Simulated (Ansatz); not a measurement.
```yaml
crystal:
  periodic: [false, false, false]
  atoms:
    - {symbol: Mo, position_ang: [0.090471, 0.015828, -0.077232]}
    - {symbol: Cl, position_ang: [-0.100589, -0.093239, 2.408690]}
    - {symbol: Cl, position_ang: [0.007254, 0.053259, -2.318635]}
    - {symbol: Cl, position_ang: [2.317202, -0.098462, 0.018217]}
    - {symbol: Cl, position_ang: [-2.273385, 0.004919, 0.098184]}
    - {symbol: Cl, position_ang: [-0.011118, 2.325088, 0.079513]}
    - {symbol: Cl, position_ang: [0.115538, -2.355147, -0.034415]}
basis:
  gaussian: {orbitals: ANO-RCC-VTZP}
hamiltonian: {xc: {name: r2SCAN50}}
scf: {omitted_lower_state_checks: [starts]}
output: {forces: true}
```

```sh
$ ansatz run in.yaml --threads 4 --pin off --events-out ev --progress --plain --max-ram 4787MiB
```

Shortened log:

```
Functional definition: r2SCAN50
1825 factors; integrals over basis functions are off by at most 8.6e-4 eV
mean field evaluation 1: about -185518.9139 eV, gradient 6.6e1 eV
mean field evaluation 2: about -185231.5184 eV, gradient 3.7e2 eV
mean field evaluation 4: about -185527.3296 eV, gradient 2.0e1 eV
mean field evaluation 8: about -185528.8267 eV, gradient 1.5e0 eV
mean field evaluation 16: about -185528.8346 eV, gradient 2.7e-3 eV
mean field -185528.83461742 eV, -6818.0589162293 hartree, gradient 5.7e-5 eV, S^2 0.000000; 0 other end points of the search recorded, 0 dependent functions left out
reference -185528.83463231 eV, -6818.0589167766 hartree; 72, 72 occupied and 200, 200 virtual orbitals, 1825 factors
Total energy: -185528.83463231 eV, -6818.0589167766 hartree
Relativity: scalar
Atom 0 at     0.090471     0.015828    -0.077232 Å, force    -1.556780    -0.478865     1.801728 eV/Å
Atom 1 at    -0.100589    -0.093239     2.408690 Å, force     0.502088     0.155724    -2.161726 eV/Å
Atom 2 at     0.007254     0.053259    -2.318635 Å, force    -0.089856    -0.013952     0.771804 eV/Å
Atom 3 at     2.317202    -0.098462     0.018217 Å, force    -0.557631     0.349791     0.173688 eV/Å
Atom 4 at    -2.273385     0.004919     0.098184 Å, force     1.624944    -0.216160    -0.415743 eV/Å
Atom 5 at    -0.011118     2.325088     0.079513 Å, force     0.352606    -1.489592    -0.085243 eV/Å
Atom 6 at     0.115538    -2.355147    -0.034415 Å, force    -0.275371     1.693053    -0.084508 eV/Å
Dipole moment:     0.294469     0.138339    -0.486039 e Å
Checks for a lower state left out: starts
```

Run time 54 s (4 threads of Arm Neoverse V2 on a shared host), peak host memory 1.5 GiB.

DK, ANO-RCC and x2c sets are all-electron and run with scalar relativity unless a key says otherwise.
